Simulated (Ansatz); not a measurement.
# Worked example: GaH2I + GeH2(CH3)(SH) → GaH2(SH) + GeH2(CH3)I

Species: GaH2I `[GaH2][I]`, singlet; GeH2(CH3)(SH), singlet; GaH2(SH), singlet; GeH2(CH3)I, singlet. The partners trade I for SH: Ga–I and Ge–SH bonds give way to Ga–SH and Ge–I.

Shapes, held fixed at every level: PBE0-D4/def2-TZVP. Flexible molecules stand in one conformer, not always the lowest. Programs: Ansatz 0.2.0. The zero-point and thermal change to 298 K, harmonic and unscaled (PBE0-D4/def2-TZVP), is +0.4 kJ/mol.

At CCSD(T)/def2-TZVPP; 1 Eh = 2625.50 kJ/mol:

```
      species   energy (Eh)
        GaH2I  -2221.839470
GeH2(CH3)(SH)  -2515.006755
     GaH2(SH)  -2323.019402
   GeH2(CH3)I  -2413.827914
```

Question: Work out ΔH(298 K) of the reaction at this level.

Answer: 
1. Products less reactants: (-2323.019402) + (-2413.827914) − [(-2221.839470) + (-2515.006755)] = -0.001091 Eh = -2.9 kJ/mol.
2. With the thermal change: -2.9 + (+0.4) = -2.5 kJ/mol.

Other levels give -7.6 (SPW92/def2-TZVPP) to +1.5 kJ/mol (HF/def2-SVP). No measured value is set beside it here. For atoms past krypton def2 sets carry core potentials with scalar relativity. Relativity is left out for Ga, Ge unless named. Correlated rows may include outer-core shells of Ga, Ge, I, which these sets cover unevenly.
